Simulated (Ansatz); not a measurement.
A structure relaxed at PBE-D4/def2-SVP in Ansatz, charge 1, doublet:

```csv
atom,x (Å),y (Å),z (Å)
Zn1,0.9870,5.0979,2.7851
Zn2,0.7365,-2.6016,-3.4769
Zn3,0.9907,-1.0189,-0.7980
Zn4,-0.6359,1.9150,1.6801
Zn5,2.0926,1.8859,1.6522
Zn6,-2.0645,-0.4637,0.8835
Zn7,-1.4482,-2.9763,-1.7683
Se8,-2.9119,1.4375,1.7854
Se9,-1.3875,-3.3970,-3.9959
Se10,0.9608,2.7215,3.5407
Se11,0.9122,1.4248,-0.2756
Se12,-0.7653,-2.3595,0.4037
Se13,2.5335,-1.6657,-2.4161
```

Task: Give its formula.

Result: the cluster Zn7Se6⁺.

Task: Summarise the bond lengths by kind (pairs closer than 1.2 times the sum of covalent radii, bridged metal pairs left out).

Result: 15 × Se–Zn 2.27 to 2.58 Å.

Single mean-field runs in def2-SVP are fitted with def2-universal-jkfit. The relaxation made no stability test and no search for a lower SCF solution. Another isomer (doublet) lies 0.56 eV lower at PBE0-D4/def2-TZVP; other spin states weren't run for this one.
